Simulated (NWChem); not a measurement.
CH5BS; SMILES BSC

```xyz
8

B     -0.5883    -1.4742     0.0000
H     -0.1280    -2.5736     0.0000
H     -1.7637    -1.2690     0.0000
S      0.5781    -0.1435     0.0000
C     -0.4270     1.3984     0.0000
H     -0.1817     1.9820    -0.8903
H     -0.1817     1.9820     0.8903
H     -1.4906     1.1541     0.0000
```
Atoms are numbered in this order, from 1.

All runs: NWChem. Coordinates come from a B3LYP/6-31G* (spherical d) optimisation. Vertical excitations in the gas phase; the lowest state need not have the same character in each row.

For level B3LYP/aug-cc-pVDZ, TDA:

```
Item                                      Value
----------------------------------------  -----
lowest excitation, singlet (eV)            5.90
lowest state with f > 0.02, singlet (eV)   6.12
oscillator strength of that bright state  0.196
orbital gap (eV)                           6.28
```

Task: Estimate the same quantities for level PBE/aug-cc-pVDZ, TDA.

Result: The lowest excitation, singlet (eV) is 5.60 and the lowest state with f > 0.02, singlet (eV) comes out as 5.96. The oscillator strength of that bright state comes out as 0.180 and the orbital gap (eV) comes out as 4.69.
